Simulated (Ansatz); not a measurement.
Molecule: C₃H₈ISi, charge 0, multiplicity 2. It need not be the lowest isomer of its formula. 
Coordinates optimised at B3LYP-D3(BJ)/def2-TZVP (Ansatz, a first-principles code):
SMILES: [CH2][Si](C)(C)I
```xyz
13

C     -1.3210    -0.9727    -1.8929
Si     0.1232    -0.0404    -1.2671
C      1.7329    -0.9190    -1.6129
C      0.1261     1.7313    -1.8535
I     -0.1495     0.0206     1.2254
H     -2.2735    -0.4980    -2.1006
H     -1.3295    -2.0550    -1.9592
H      1.7092    -1.9400    -1.2301
H      2.5671    -0.3988    -1.1403
H      1.9153    -0.9585    -2.6900
H      0.9351     2.2929    -1.3846
H      0.2624     1.7679    -2.9375
H     -0.8155     2.2242    -1.6082
```
Charge 0, spin multiplicity 2.

Quantity: atomisation energy (electronic, to ground-state atoms), in kJ/mol. Cores are frozen in the correlated levels unless marked. UHF or UKS for open shells. No spin-orbit coupling. Frozen are the shells of the preceding noble gas and the d and f shells that filled before the atom's block. Past Kr the def2 sets carry scalar-relativistic core potentials. STO-3G rows are all-electron and non-relativistic. The coupled-cluster limit lacks core correlation, which all-electron functionals hold. Basis-set limits of correlation are two-point, X^-3; Hartree-Fock from the larger set.

| level | program | atomisation energy (kJ/mol) |
|---|---|---|
| HF/def2-SVP | Ansatz | 3603.9 |
| SVWN5/def2-TZVPD | Ansatz | 5262.3 |
| PBE-D4/def2-TZVPD | Ansatz + dftd4 | 4749.4 |
| revPBE-D3(BJ)/def2-TZVPD | Ansatz + dftd3 | 4650.5 |

### Question
Estimate the value at CCSD(T)/CBS(def2-TZVPP,def2-QZVPP) as computed with Ansatz.

### Answer
4686.3 kJ/mol
